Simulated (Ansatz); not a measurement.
Reactions of CH3BrSi, SMILES `C[Si]Br`.

Isolated molecules relaxed with PBE0-D4/def2-TZVP in Ansatz; ΔE leaves out vibrations. CBS: MP2 limit from def2 TZ/QZ plus the TZ coupled-cluster correction, frozen cores. This one scheme is used for every species, atoms too. DFT in def2-TZVPP. Open shells (•) are unrestricted, without spin–orbit coupling. Spin–orbit coupling would lower the free atoms: a little for C, Si; clearly for Br. Bonds to Br are less sure, by a few kJ/mol each and by 10 to 20 or more in all where they break to atoms, as the def2 sets lack core-valence functions. Scalar relativity is left out up to krypton. Each species was taken in one conformer, which may not be the lowest.

| reaction | CCSD(T)/CBS(def2) (kcal/mol) |
| --- | --- |
| `C[Si]Br` + H₂O → `C[Si]O` + HBr | 1.5 |
| `C[Si]Br` → Br• + C• + 3 H• + Si• | 475.0 |
| `C[Si]Br` + H–F → `F[Si]Br` + CH₄ | ? |
| `C[Si]Br` + HBr → `Br[Si]Br` + CH₄ | ? |
| `C[Si]Br` + `[SiH3]N[SiH3]` → `[SiH3]N([SiH3])[Si]Br` + CH₄ | -30.9 |
| `C[Si]Br` + H–F → `C[Si]F` + HBr | -6.4 |
| `C[Si]Br` + HCl → `CCl` + `[SiH]Br` | 18.9 |

(1) Fill in the missing values. (Best estimate.)

Largest T1 diagnostic: 0.014, for `C[Si]O`.

Answers

(1) Computed: `C[Si]Br` + H–F → `F[Si]Br` + CH₄: -42.4 kcal/mol; `C[Si]Br` + HBr → `Br[Si]Br` + CH₄: -33.3 kcal/mol.
